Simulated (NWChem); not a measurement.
## Atomisation of Cl3In

```
In
Cl 1 2.3209
Cl 1 2.3209 2 120.00
Cl 1 2.3209 2 120.00 3 180.00
```
Charge 0, spin multiplicity 1.

All runs are NWChem calculations. The geometry was optimised at PBE0/def2-SVP with def2 effective core potentials on In, a minimum by its harmonic frequencies.

Basis set: def2-TZVP. The atomisation energy is electronic alone: no zero-point, thermal, spin-orbit or counterpoise terms. No value is extrapolated to the basis-set limit. Free atoms are single determinants with multiplicities In 2, Cl 2.

Effective core potentials replace the inner electrons of In; spin-orbit coupling is left out. B3LYP has NWChem's definition, with VWN1-RPA local correlation. The structure started from a generated list of species. The stability of the SCF solutions was not checked. Open-shell Hartree-Fock references start from PBE0 orbitals.

Task: For the atomisation energy, HF gives 174.9 kcal/mol and PBE0 gives 234.4 kcal/mol. What do B3LYP, PBE, M06-2X give?

Result: B3LYP: 221.2 kcal/mol; PBE: 236.9 kcal/mol; M06-2X: 239.0 kcal/mol.
